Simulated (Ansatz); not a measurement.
One change: `[CH3][AlH][CH2]N[SiH3]` becomes `CC[CH2][AlH][CH3]`.

Ansatz, PBE0-D4/def2-TZVP geometries, multiplicity 1. Each molecule was computed in one conformer, which needn't be the lowest.

| property | `[CH3][AlH][CH2]N[SiH3]` |
| --- | --- |
| LUMO energy (B3LYP/def2-TZVPP) / eV | -0.90 |
| size of the dipole moment (PBE/def2-TZVPP) / D | 2.03 |
| LUMO energy (PBE0/def2-TZVPP) / eV | -0.72 |
| HOMO–LUMO gap (ωB97M-V/def2-TZVPP) / eV | 10.09 |
| HOMO energy (PBE0/def2-TZVPP) / eV | -6.83 |
| HOMO–LUMO gap (PBE0/def2-TZVPP) / eV | 6.11 |

**Question.** Give the same properties after the change, and the shifts. (Estimate.)

**Answer.** The calculation gave: 
| property | `CC[CH2][AlH][CH3]` | shift |
| --- | --- | --- |
| LUMO energy (B3LYP/def2-TZVPP) / eV | -1.02 | -0.12 |
| size of the dipole moment (PBE/def2-TZVPP) / D | 0.81 | -1.22 |
| LUMO energy (PBE0/def2-TZVPP) / eV | -0.80 | -0.08 |
| HOMO–LUMO gap (ωB97M-V/def2-TZVPP) / eV | 10.23 | 0.14 |
| HOMO energy (PBE0/def2-TZVPP) / eV | -7.27 | -0.44 |
| HOMO–LUMO gap (PBE0/def2-TZVPP) / eV | 6.47 | 0.36 |

With PBE0 the HOMO falls by 0.44 eV and the LUMO falls by 0.08 eV, so the gap widens by about 0.36 eV. PBE moves the HOMO by -0.50 eV and ωB97M-V by -0.37 eV. The zero-point energy changes by 61.7 kJ/mol with +3 modes. Dipoles are sizes alone; their direction can turn.

Positive LUMOs are unbound, so they and the gaps depend on the basis.

B3LYP here is the variant with VWN-RPA as its local correlation; programs differ in this.
